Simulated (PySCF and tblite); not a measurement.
Values are calculated unless marked as measured or tabulated.
C5H9F3O, numbered as in [CH3:1][O:2][C@H:3]([CH3:4])[CH2:5][C:6]([F:7])([F:8])[F:9].

Geometries GFN2-xTB; weights from PBE0-D3(BJ)/pcSseg-1 energies and GFN2-xTB thermal corrections, with symmetry numbers and mirror pairs. Conformers within 3 kcal/mol (GFN2-xTB free energy) were kept, 10 at most. GIAO shieldings: PBE0/pcSseg-1. Shifts are against TMS (¹H), TMS (¹³C), CFCl3 (¹⁹F) at the same level; of two unlike H on one atom, a is the less shielded. Run with PySCF (density fitting) and tblite.

Torsions listed: C1–O2–C3–C4, O2–C3–C5–C6.

```tsv
conformer	shape	symmetry	E(GFN2) kcal/mol	E(DFT) kcal/mol
1	-84°, -75°	C1	0.25	0.03
2	-73°, -153°	C1	0.06	0.00
3	-155°, -153°	C1	0.00	0.04
4	-165°, 54°	C1	1.51	1.02
5	-66°, 75°	C1	1.54	1.73
```

**Question.** How much do the weights at 298.15 K and the averaged shift of H5b depend on how the conformers are weighted?

**Answer.** 
| weighting | 1 (%) | 2 (%) | 3 (%) | 4 (%) | 5 (%) | δ (ppm) | rms dipole (D) |
| --- | --- | --- | --- | --- | --- | --- | --- |
| DFT energy with thermal terms, symmetry and mirror images (full scheme) | 38 | 29 | 28 | 4 | 1 | 1.98 | 2.50 |
| DFT energy with symmetry and mirror images | 30 | 32 | 30 | 6 | 2 | 2.02 | 2.47 |
| bare DFT energy | 30 | 32 | 30 | 6 | 2 | 2.02 | 2.47 |
| GFN2-xTB energy with symmetry and mirror images | 24 | 33 | 37 | 3 | 3 | 2.01 | 2.38 |
| GFN2-xTB free energy | 31 | 30 | 35 | 2 | 1 | 1.98 | 2.40 |
| leading conformer alone | 100 | 0 | 0 | 0 | 0 | 1.81 | 2.96 |
| equal weights | 20 | 20 | 20 | 20 | 20 | 2.23 | 2.76 |
| full scheme, search stopped after three starts | 57 | 43 | 0 | 0 | 0 | 1.96 | 2.75 |

The largest departure from the full scheme, 0.25 ppm, comes with: equal weights.


Conformer gaps in pcSseg-1 on xTB geometries can be 2 kcal/mol off for S=O, P=O and other polar bonds.